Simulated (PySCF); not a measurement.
FGeH5Si, SMILES F[SiH2][GeH3]. Geometry optimised at B3LYP-D3(BJ)/def2-SVP. This is a generated structure with no PubChem entry under its InChIKey; it may be hypothetical.

Computed equilibrium geometry at B3LYP-D3(BJ)/def2-SVP (PySCF confirms it by a frequency run) as Cartesian coordinates in Å, and its point group:
point group Cs.
```xyz
8

Si    -0.5374    -1.2289     0.0000
F      0.8324    -2.1216     0.0000
Ge     0.0655     1.0830     0.0000
H     -1.3205    -1.5849     1.2166
H     -1.3205    -1.5849    -1.2166
H     -1.2114     1.9515     0.0000
H      0.8945     1.4301     1.2529
H      0.8945     1.4301    -1.2529
```
